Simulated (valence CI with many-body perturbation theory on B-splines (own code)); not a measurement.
E1 line list for Ag16+

Level of theory: valence CI with perturbative core correlation (CI+MBPT): three valence electrons over a frozen Dirac-Fock core [Ar] 3d10, a basis of 11 s, 11 p, 9 d, 7 f, 5 g, 2 h, 1 i functions for each j, with the one-electron correlation potential Σ1, the two-electron term Σ2, the three-electron term Σ3, Breit, model QED; selected CI, second order for the rest (own B-spline code, finite nucleus).

No measured spectrum was set against this ion. As an estimate, levels hold to about 250 cm⁻¹ or 0.2 % of their energy and the worst to 1 %, as in measured heavy ions of charge 2 to 7; those with d or f electrons hold less well.

Lines 101 to 150 of 279 in falling wavelength, among levels below 1359800 cm⁻¹, chosen from the strongest by gf and those to the six lowest levels. Wavelengths and rates use the calculated energies, so an error of 1000 cm⁻¹ moves a line at 24.00 nm by 0.24 % and its rate by three times that or more. Electric multipoles are in the length gauge, E1 and E2 with the static RPA response of the core. Weak lines are less certain than strong ones. Lines between different terms over intervals too small for the method are left out, as are lines whose strength nearly cancels. Where a level lies close to another of its J and parity, the split of strength between their lines is uncertain. The highest levels of a list are the least certain.

Names give the largest LS component (configuration and term), which can be under half, so a name can repeat, a term be missing and a line seem to break the LS rules; names also repeat where a configuration has a term twice. Letters in brackets count levels of one name in rising energy.

| λ vac (nm) | Upper | Lower | A (s⁻¹) | S (a.u.) |
| --- | --- | --- | --- | --- |
| 24.00 | 4s4p4d ²D°_3/2 [b] | 4s²4d ²D_5/2 | 1.77e+10 | 4.84e-01 |
| 23.97 | 4s4p4d ²P°_3/2 [b] | 4s²4d ²D_5/2 | 2.97e+10 | 8.07e-01 |
| 23.95 | 4p³ ⁴S°_3/2 [b] | 4s4p² ⁴P_3/2 | 1.73e+10 | 4.70e-01 |
| 23.71 | 4p³ ²D°_5/2 | 4s4p² ⁴P_3/2 | 4.30e+07 | 1.70e-03 |
| 23.69 | 4s4p4d ²D°_5/2 [b] | 4s²4d ²D_5/2 | 3.71e+10 | 1.46e+00 |
| 23.66 | 4s4p² ²P_3/2 | 4s²4p ²P°_3/2 | 6.45e+10 | 1.69e+00 |
| 23.55 | 4p²4d ²P_3/2 [b] | 4s4p4d ²D°_5/2 [a] | 5.32e+09 | 1.37e-01 |
| 23.43 | 4s4p4d ²D°_3/2 [b] | 4s²4d ²D_3/2 | 1.54e+10 | 3.92e-01 |
| 23.40 | 4s4p4d ²P°_3/2 [b] | 4s²4d ²D_3/2 | 2.36e+10 | 5.98e-01 |
| 23.05 | 4p²4d ⁴D_7/2 | 4s4p4d ⁴F°_7/2 | 3.11e+09 | 1.50e-01 |
| 23.00 | 4p³ ²P°_3/2 | 4s4p² ²D_3/2 | 1.45e+09 | 3.47e-02 |
| 22.69 | 4s4p4d ⁴F°_3/2 | 4s4p² ²D_3/2 | 4.75e+09 | 1.10e-01 |
| 22.16 | 4p³ ⁴S°_3/2 [b] | 4s4p² ⁴P_1/2 | 6.18e+09 | 1.33e-01 |
| 22.15 | 4s4p4d ⁴F°_5/2 | 4s4p² ²D_3/2 | 9.57e+06 | 3.08e-04 |
| 21.41 | 4p³ ²P°_1/2 | 4s4p² ⁴P_3/2 | 2.73e+08 | 2.64e-03 |
| 21.05 | 4s4p² ²S_1/2 | 4s²4p ²P°_1/2 | 4.74e+09 | 4.36e-02 |
| 20.79 | 4p³ ²P°_3/2 | 4s4p² ⁴P_5/2 | 4.70e+07 | 8.33e-04 |
| 20.71 | 4s4p² ²P_3/2 | 4s²4p ²P°_1/2 | 1.27e+10 | 2.22e-01 |
| 20.53 | 4s4p4d ⁴F°_3/2 | 4s4p² ⁴P_5/2 | 3.20e+08 | 5.47e-03 |
| 20.51 | 4s4p4d ⁴P°_5/2 | 4s4p² ²D_3/2 | 7.22e+08 | 1.84e-02 |
| 20.51 | 4p²4d ²P_3/2 [a] | 4p³ ²D°_5/2 | 1.41e+10 | 2.40e-01 |
| 20.39 | 4s4p4d ²P°_3/2 [a] | 4s4p² ²P_3/2 | 1.44e+10 | 2.41e-01 |
| 20.25 | 4s4p4d ⁴D°_3/2 | 4s4p² ²D_3/2 | 5.85e+09 | 9.59e-02 |
| 20.25 | 4s4p4d ²D°_3/2 [a] | 4s4p² ²P_1/2 | 1.15e+10 | 1.88e-01 |
| 20.12 | 4s4p4d ⁴D°_1/2 | 4s4p² ²D_3/2 | 9.60e+07 | 7.72e-04 |
| 20.09 | 4s4p4d ⁴F°_5/2 | 4s4p² ⁴P_5/2 | 3.37e+09 | 8.09e-02 |
| 19.97 | 4p³ ²P°_1/2 | 4s4p² ⁴P_1/2 | 2.96e+08 | 2.32e-03 |
| 19.89 | 4p³ ²P°_3/2 | 4s4p² ⁴P_3/2 | 3.41e+09 | 5.29e-02 |
| 19.85 | 4p²4d ⁴F_5/2 | 4p³ ⁴S°_3/2 [a] | 5.72e+09 | 1.32e-01 |
| 19.84 | 4s4p4d ²F°_5/2 [a] | 4s4p² ²D_5/2 | 7.54e+09 | 1.74e-01 |
| 19.66 | 4s4p4d ⁴F°_3/2 | 4s4p² ⁴P_3/2 | 2.22e+08 | 3.33e-03 |
| 19.57 | 4p²4d ⁴D_5/2 | 4p³ ²D°_5/2 | 5.43e+09 | 1.21e-01 |
| 19.55 | 4p²4d ⁴D_3/2 | 4p³ ²D°_5/2 | 8.29e+09 | 1.22e-01 |
| 19.45 | 4s4p4d ⁴D°_7/2 | 4s4p² ²D_5/2 | 8.39e+09 | 2.44e-01 |
| 19.42 | 4s4p4d ⁴P°_3/2 | 4s4p² ²D_5/2 | 9.60e+09 | 1.39e-01 |
| 19.40 | 4s4p4d ⁴D°_5/2 | 4s4p² ²D_5/2 | 5.56e+09 | 1.20e-01 |
| 19.38 | 4p²4d ⁴D_3/2 | 4p³ ⁴S°_3/2 [b] | 1.96e+10 | 2.82e-01 |
| 19.33 | 4s4p4d ⁴F°_7/2 | 4s4p² ⁴P_5/2 | 1.02e+10 | 2.92e-01 |
| 19.28 | 4p²4d ²P_1/2 [b] | 4p³ ²P°_1/2 | 1.56e+10 | 1.11e-01 |
| 19.24 | 4s4p4d ⁴F°_5/2 | 4s4p² ⁴P_3/2 | 2.90e+09 | 6.13e-02 |
| 19.01 | 4s4p4d ²F°_5/2 [a] | 4s4p² ²D_3/2 | 3.57e+10 | 7.27e-01 |
| 19.00 | 4p²4d ²G_7/2 | 4p³ ²D°_5/2 | 1.27e+10 | 3.45e-01 |
| 18.93 | 4p²4d ²D_3/2 [a] | 4p³ ²P°_1/2 | 2.17e+10 | 2.90e-01 |
| 18.91 | 4s4p4d ²D°_3/2 [a] | 4s4p² ²D_3/2 | 4.75e+10 | 6.34e-01 |
| 18.83 | 4s4p4d ²P°_1/2 [a] | 4s4p² ²S_1/2 | 8.71e+10 | 5.74e-01 |
| 18.78 | 4s4p4d ²D°_5/2 [a] | 4s4p² ²D_5/2 | 5.96e+10 | 1.17e+00 |
| 18.75 | 4s4p4d ²P°_1/2 [b] | 4s4p² ²P_3/2 | 3.44e+10 | 2.24e-01 |
| 18.74 | 4s4p4d ⁴P°_1/2 | 4s4p² ²D_3/2 | 8.38e+08 | 5.45e-03 |
| 18.73 | 4s4p4d ⁴P°_5/2 | 4s4p² ⁴P_5/2 | 1.56e+10 | 3.04e-01 |
| 18.64 | 4p²4d ²D_3/2 [b] | 4p³ ²P°_1/2 | 8.71e+09 | 1.11e-01 |
